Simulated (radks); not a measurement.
Problem. Isoelectronic series with 12 electrons, each ion in its NIST ground configuration. Method: scalar-relativistic Kohn-Sham, BLYP, spin-polarised, spherical densities, finite nucleus; Fermi nuclear charge, rms radius of each element as measured or else 0.836 A^(1/3) + 0.57 fm; computed with a radial shooting solver on a logarithmic mesh with Libxc functionals. Total energies (hartree) and mean radii <r> (bohr):

ion,configuration,E (hartree),3s,2p,2s
Ga19+,[Ne] 3s2,-1742.46137,0.5397,0.1874,0.2147
As21+,[Ne] 3s2,-1997.31503,0.4980,0.1740,0.1997
Br23+,[Ne] 3s2,-2270.30468,0.4622,0.1623,0.1865
Rb25+,[Ne] 3s2,-2561.60416,0.4310,0.1521,0.1749
Nb29+,[Ne] 3s2,-3199.89594,0.3795,0.1350,0.1554
Tc31+,[Ne] 3s2,-3547.30670,0.3579,0.1278,0.1471
Rh33+,[Ne] 3s2,-3913.86619,0.3385,0.1212,0.1395
In37+,[Ne] 3s2,-4705.44906,0.3051,0.1099,0.1263
Sb39+,[Ne] 3s2,-5131.02438,0.2906,0.1050,0.1205
I41+,[Ne] 3s2,-5576.85588,0.2773,0.1004,0.1152
Cs43+,[Ne] 3s2,-6043.2719,0.2651,0.09625,0.1103
La45+,[Ne] 3s2,-6530.6206,0.2537,0.09238,0.1057
Pr47+,[Ne] 3s2,-7039.2766,0.2433,0.08878,0.1014

Estimate the row of Ag35+ ([Ne] 3s2).

Solution. E (hartree) -4299.82525; 3s 0.3210; 2p 0.1153; 2s 0.1326.
